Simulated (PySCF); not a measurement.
# Two-photon absorption: SMILES CC=C=C(F)Br, C$_{4}$H$_{4}$BrF

Geometry (Å), atoms numbered from 1 in this order:
```xyz
10

C    -1.5905   -0.4432   -0.0857
C    -0.5233    0.5757    0.1424
C     0.7555    0.3297    0.1548
C     2.0266    0.0903    0.1252
F     2.7471   -0.2477    1.1933
Br    3.0741    0.1808   -1.4329
H    -1.1687   -1.4341   -0.2475
H    -2.1936   -0.1682   -0.9560
H    -2.2675   -0.4819    0.7724
H    -0.8508    1.6014    0.3137
```

Level of theory: TDDFT CAM-B3LYP/def2-TZVPD excited states, vertical, gas phase (PySCF 2.14.0). Geometry: PBE0-D3(BJ)/def2-TZVP.

The calculation is non-relativistic, which matters for the atoms heavier than Zn.

Give the one- and two-photon strengths of the lowest singlets.

δ for parallel linear polarisation; σ at the peak of a Lorentzian of half width 0.1 eV, single beam; Ω is circular over linear.
| state | E (eV) | f | photon λ (nm) | δ (au) | σ (GM) | Ω | main |
| --- | --- | --- | --- | --- | --- | --- | --- |
| S1 | 4.54 | 0.000 | 546 | 0.15 | 0.00 | 0.70 | HOMO→LUMO 0.93 |
| S2 | 6.14 | 0.000 | 404 | 13.9 | 0.19 | 1.36 | HOMO→LUMO+2 0.33, HOMO→LUMO+7 0.24 |
| S3 | 6.17 | 0.043 | 402 | 39.6 | 0.55 | 0.62 | HOMO−1→LUMO 0.66, HOMO−2→LUMO 0.12 |
| S4 | 6.44 | 0.001 | 385 | 0.94 | 0.01 | 0.78 | HOMO−1→LUMO+1 0.42, HOMO−1→LUMO+5 0.26 |
| S5 | 6.53 | 0.100 | 380 | 105 | 1.64 | 0.39 | HOMO→LUMO+1 0.66, HOMO→LUMO+6 0.09 |
| S6 | 6.85 | 0.016 | 362 | 52.7 | 0.91 | 0.55 | HOMO−2→LUMO 0.30, HOMO→LUMO+2 0.20 |

Among these, the strongest one-photon state is S5, the strongest two-photon state S5, with a dipole change of 3.2 D (relaxed, norm of the difference vector).
